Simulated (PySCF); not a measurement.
**How far are cheaper levels from CCSD(T)/CBS for SnCl⁺?**

PySCF; the state is a singlet (closed shell). The composite is CCSD(T) extrapolated to the basis-set limit from two correlation-consistent sets, with core-valence (CV) and scalar-relativistic (SR) terms as its label shows; it has no spin–orbit coupling and nothing beyond (T). Here it is CCSD(T)/CBS(DT)+CV. It gives Re = 2.255 Å, ωe = 434 cm⁻¹ and De = 4.20 eV to Sn⁺ + Cl.

```csv
level,basis,relativity,Re (Å),ωe (cm⁻¹),De (eV)
RHF,def2-SVP,scalar-relativistic core potentials,2.290,439,2.64
RHF-MP2,def2-TZVPPD,scalar-relativistic core potentials,2.252,441,4.27
RHF-CCSD,def2-SVP,scalar-relativistic core potentials,2.292,436,3.61
RHF-CCSD(T),def2-TZVPPD,scalar-relativistic core potentials,2.262,433,4.08
r²SCAN,def2-TZVPPD,scalar-relativistic core potentials,2.264,427,4.37
r²SCANh,def2-TZVPPD,scalar-relativistic core potentials,2.258,432,4.28
PBE0,def2-TZVPPD,scalar-relativistic core potentials,2.260,430,4.23
M06,def2-SVP,scalar-relativistic core potentials,2.301,426,4.53
MN15,def2-SVP,scalar-relativistic core potentials,2.281,436,4.17
B2PLYP,def2-TZVPPD,scalar-relativistic core potentials,2.270,425,4.15
```

Task: Give the difference of each row from the composite.

Result: 

```json
{"level": "RHF", "basis": "def2-SVP", "ΔRe (pm)": "+3.5", "Δωe (%)": "+1.2", "ΔDe (eV)": "-1.56"}
{"level": "RHF-MP2", "basis": "def2-TZVPPD", "ΔRe (pm)": "-0.3", "Δωe (%)": "+1.6", "ΔDe (eV)": "+0.07"}
{"level": "RHF-CCSD", "basis": "def2-SVP", "ΔRe (pm)": "+3.7", "Δωe (%)": "+0.5", "ΔDe (eV)": "-0.59"}
{"level": "RHF-CCSD(T)", "basis": "def2-TZVPPD", "ΔRe (pm)": "+0.7", "Δωe (%)": "-0.2", "ΔDe (eV)": "-0.12"}
{"level": "r²SCAN", "basis": "def2-TZVPPD", "ΔRe (pm)": "+0.9", "Δωe (%)": "-1.6", "ΔDe (eV)": "+0.17"}
{"level": "r²SCANh", "basis": "def2-TZVPPD", "ΔRe (pm)": "+0.3", "Δωe (%)": "-0.5", "ΔDe (eV)": "+0.08"}
{"level": "PBE0", "basis": "def2-TZVPPD", "ΔRe (pm)": "+0.5", "Δωe (%)": "-0.9", "ΔDe (eV)": "+0.03"}
{"level": "M06", "basis": "def2-SVP", "ΔRe (pm)": "+4.6", "Δωe (%)": "-1.8", "ΔDe (eV)": "+0.33"}
{"level": "MN15", "basis": "def2-SVP", "ΔRe (pm)": "+2.6", "Δωe (%)": "+0.5", "ΔDe (eV)": "-0.03"}
{"level": "B2PLYP", "basis": "def2-TZVPPD", "ΔRe (pm)": "+1.5", "Δωe (%)": "-2.1", "ΔDe (eV)": "-0.05"}
```

Task: Which rows come closest in De?

Result: PBE0 in def2-TZVPPD (+0.03 eV); MN15 in def2-SVP (-0.03 eV), counted from the composite.

Correlated steps freeze 9 core orbitals. Correlated levels converge slowly with the basis: in double zeta they bind strong bonds too weakly, by up to about 1 eV, and carry superposition errors of some tenths. Spin–orbit coupling is left out, which matters for elements this heavy, above all for dissociation energies. For an ion De counts to the pair picked by the measured ionisation energies or electron affinities, which need not be the lowest pair at this level. Where the molecule has an RHF reference, its open-shell atoms are computed with UHF. B2PLYP dipoles, levels and charges come from its SCF part alone.
